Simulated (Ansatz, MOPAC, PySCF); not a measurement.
System: vinylidene fluoride, C2H2F2 (charge 0, singlet). SMILES: FC(=C)F
Coordinates optimised at B3LYP-D3(BJ)/def2-TZVP (Ansatz, a quantum-chemistry and plane-wave program):
```xyz
6

C      1.3666    -0.1842    -0.0960
C      0.0659    -0.0089    -0.0046
F     -0.8303    -0.9779     0.0790
F     -0.5461     1.1633     0.0177
H      2.0191     0.6710    -0.1597
H      1.7731    -1.1820    -0.1067
```
Charge 0, spin multiplicity 1.

Unscaled harmonic wavenumbers (cm⁻¹) in rising order, each level at the stationary point that it reaches from this structure (no distance between atoms moves by over 0.3 Å); the order of modes can differ between levels, and a negative number is imaginary. B3LYP-D3(BJ)/def2-TZVP (PySCF, at the structure above): 443, 550, 633, 721, 831, 938, 963, 1302, 1415, 1772, 3198, 3296.

AM1 (MOPAC): 453, 494, 582, 614, 994, 1010, 1141, 1402, 1558, 1898, 3206, 3231. Zero-point energy 23.7 against 23.0 kcal/mol; where all levels lie over 400 cm⁻¹, the wavenumbers are on average 1.032 times those of B3LYP-D3(BJ)/def2-TZVP.

HF/6-31G* (Ansatz): 474, 591, 705, 798, 968, 1028, 1065, 1491, 1552, 1957, 3390, 3487. Zero-point energy 25.0 against 23.0 kcal/mol; where all levels lie over 400 cm⁻¹, the wavenumbers are on average 1.100 times those of B3LYP-D3(BJ)/def2-TZVP.
